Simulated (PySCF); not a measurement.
Method: B3LYP-D3(BJ)/def2-TZVP // PBE-D3(BJ)/def2-SVP in PySCF 2.14.0. All species are isolated molecules in the gas phase. One relaxed conformer stands for a flexible species; it need not be the lowest. B3LYP has the VWN-RPA correlation part, as in Gaussian. 

Reference species: [Zn(Cl)(NH2)] (neutral, multiplicity 1).

```
Item                                        Result
----------------------------------------  --------
charge on the central atom (Mulliken)       0.51 e
charge on the central atom (meta-Löwdin)    1.17 e
LUMO                                      -1.38 eV
coordination number                              2
```

Changed species: [Zn(Cl)2] (0 of 2 Cl replaced by NH2; the reference has 1 of 2 Cl replaced by NH2).

Question: Give the shifts of the charge on the central atom (Mulliken), charge on the central atom (meta-Löwdin), LUMO and coordination number.

Answer: the charge on the central atom (Mulliken) rises by 0.09 e, to 0.60 e; the charge on the central atom (meta-Löwdin) rises by 0.06 e, to 1.23 e; the LUMO falls by 0.73 eV, to -2.11 eV; the coordination number stays essentially unchanged.
